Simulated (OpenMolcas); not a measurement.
Ga II: effect of the level shift or regulariser

```json
{
  "Program": "OpenMolcas",
  "Basis": "ANO-RCC-VTZP [6s5p3d1f]",
  "Scalar Hamiltonian": "DKH2, point nucleus",
  "Active space": "2 electrons in 4 orbitals (4s 4p)",
  "State averaging": "2S+1 = 3 even, 3 roots; 2S+1 = 1 even, 7 roots; 2S+1 = 3 odd, 3 roots; 2S+1 = 1 odd, 3 roots",
  "Spin-orbit coupling": "RASSI with atomic mean-field integrals over the reference wave functions, term energies averaged over their components"
}
```

Methods on the same reference wave functions:
A. CASSCF
B. MS-CASPT2, IPEA 0.25 Eh, imaginary shift 0.1 Eh (closed shells correlated: 3d)
C. MS-CASPT2, IPEA 0.25 Eh, real shift 0.2 Eh (closed shells correlated: 3d)

Energies in cm⁻¹ above 4s² ¹S₀, the measured ground level; measured values from NIST Handbook of Basic Atomic Spectroscopic Data.

| Level | A | B | C | Measured |
| --- | --- | --- | --- | --- |
| 4s² ¹S₀ | 0.0 | 0.0 | 0.0 | 0.0 |
| 4s 4p ³P°₀ | 43058 | 45789 | 45755 | 47368 |
| 4s 4p ³P°₁ | 43431 | 46160 | 46126 | 47814 |
| 4s 4p ³P°₂ | 44191 | 46922 | 46888 | 48750 |
| 4s 4p ¹P°₁ | 74071 | 71700 | 71765 | 70701 |
| 4p² ³P₀ | 109972 | 113733 | 113695 |  |
| 4p² ³P₁ | 110370 | 114143 | 114105 |  |
| 4p² ³P₂ | 111066 | 114774 | 114750 |  |
| 4p² ¹D₂ | 119409 | 117588 | 118014 | 107721 |
| 4p² ¹S₀ | 138219 | 135132 | 135261 |  |

Deviations, from unrounded energies. A percentage is the sum of absolute deviations over the sum of measured energies, with the sign that they share, or ± where signs differ.

```tsv
Against measurement	Levels	A	B	C
mean absolute deviation (cm-1)	5	5700	3200	3300
other configurations (%)	5	±8.8	±4.9	±5.1
```

B, C lie about equally close to measurement and A furthest from it. The largest miss of B in the table is 4p² ¹D₂, by +9900 cm-1. The ranking rests on the paired levels alone, and a cruder setting can come out closer through cancelling errors.

Between B and C the level of the table that moves most is 4p² ¹D₂, by 430 cm-1 (lowest in B, highest in C).

The lowest spin-free term lies below A's lowest term by 0.402 hartree in B, 0.401 hartree in C.

The ¹D term of p² mixes with s d, which this space lacks. Without dynamic correlation excited terms often stand tens of per cent too high (terms of higher spin than the ground term too low), and those without a measured partner can miss by more than the paired ones (holds for A). Computed and measured levels are paired by configuration, term and J; levels that our copy of the source lacks, or whose pairing is in doubt (as where it misses far off the trend of its configuration), stay unpaired and out of the deviations. Levels of configurations outside the active space are missing.

° marks odd parity.
